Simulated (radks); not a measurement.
The numbers below are computed, except where a source is named.
Effect of the nuclear size on the lead ion Pb2+, [Hg]. Level of theory: Dirac Kohn-Sham, BLYP, spin-unpolarised, spherical densities, finite nucleus; Fermi nuclear charge, rms radius 5.5012 fm (a radial shooting solver on a logarithmic mesh with Libxc functionals). The rms radius is varied about that value; shifts are against it.

rms radius (fm)  total energy shift (eV)  density at nucleus (e/bohr^3)  1s1/2 shift (meV)  2s1/2 shift (meV)  4p1/2 shift (meV)  5s1/2 shift (meV)  5p1/2 shift (meV)  6s1/2 shift (meV)  6p1/2 (empty) shift (meV)
4.9126                             -26.5                      2.876e+06             -10600              -1610              -1.99              -19.2              0.419              -2.20                      0.340
5.1656                             -15.3                      2.813e+06              -6110               -929              -1.15              -11.1              0.241              -1.27                      0.197
5.5012                                 0                      2.737e+06              0.000              0.000              0.000              0.000              0.000              0.000                      0.000
5.8808                              18.0                      2.659e+06               7170               1090               1.36               13.0             -0.282               1.49                     -0.230
6.2879                              38.1                      2.582e+06              15200               2300               2.89               27.6             -0.593               3.15                     -0.487

Slopes of the eigenvalues against <r^2> in GHz/fm^2, as finite differences over the two radii next to the reference (eigenvalue slopes, not the field-shift constants of lines): 1s1/2 406000, 2s1/2 61800, 4p1/2 76.9, 5s1/2 739, 5p1/2 -16.0, 6s1/2 84.5, 6p1/2 (empty) -13.1.
